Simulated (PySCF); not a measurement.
Species: C₈H₉F.
Geometry (GFN2-xTB, Å), atoms numbered from 1 in this order:
```
atom  x, y, z in Å
C1     2.8813    0.1415    0.3765
C2     1.3962    0.0597    0.1935
C3     0.8457   -0.7190   -0.8150
C4    -0.5241   -0.7817   -1.0001
C5    -1.3743   -0.0624   -0.1743
C6    -2.8679   -0.1096   -0.3432
F7    -3.2481   -0.9317   -1.3731
C8    -0.8313    0.7223    0.8361
C9     0.5371    0.7815    1.0150
H10    3.3627   -0.7812    0.0607
H11    3.1350    0.3353    1.4161
H12    3.2870    0.9553   -0.2256
H13    1.4956   -1.2854   -1.4665
H14   -0.9372   -1.3921   -1.7887
H15   -3.3553   -0.4951    0.5613
H16   -3.2701    0.8854   -0.5720
H17   -1.4869    1.2876    1.4835
H18    0.9460    1.3962    1.8042
```

Method: TDDFT PBE0/def2-SVPD, vertical, gas phase, core orbitals frozen in the response in PySCF.

Transition dipole moments from the ground state, in atomic units and in the frame of the coordinates above (overall signs are arbitrary), for the states with f of 0.002 or more among the lowest 6:

| state | E (hartree) | μx | μy | μz |
| --- | --- | --- | --- | --- |
| S1 | 0.1963 | 0.075 | 0.135 | 0.171 |
| S2 | 0.2200 | -0.676 | -0.123 | -0.167 |
| S4 | 0.2536 | -0.830 | 0.881 | 1.042 |
| S5 | 0.2556 | -1.982 | -0.323 | -0.524 |
| S6 | 0.2583 | 0.117 | 0.030 | 0.008 |

Problem. What oscillator strength does each state have?

Solution. f = (2/3) ΔE |μ|² with ΔE in hartree (27.2114 eV).

| state | \|μ\|² (au) | \|μ\| (D) | f |
| --- | --- | --- | --- |
| S1 | 0.053 | 0.59 | 0.007 |
| S2 | 0.501 | 1.80 | 0.073 |
| S4 | 2.549 | 4.06 | 0.431 |
| S5 | 4.306 | 5.27 | 0.734 |
| S6 | 0.015 | 0.31 | 0.003 |

Problem. What angle do the transition dipoles of S2 and S5 make?

Solution. |cos θ| = |μa·μb| / (|μa| |μb|) = 1.00, so θ ≈ 1° (taken between 0 and 90°, since the signs are arbitrary).

Problem. What peak molar absorption coefficient would the strongest computed level give as a lone Gaussian band 0.3 eV wide at half height?

Solution. ε(max) = 2.175×10⁸ f / FWHM, with the width in cm⁻¹. S5: 2.175×10⁸ × 0.7337 / 2420 ≈ 66000 L mol⁻¹ cm⁻¹.

One conformer stands for the species.
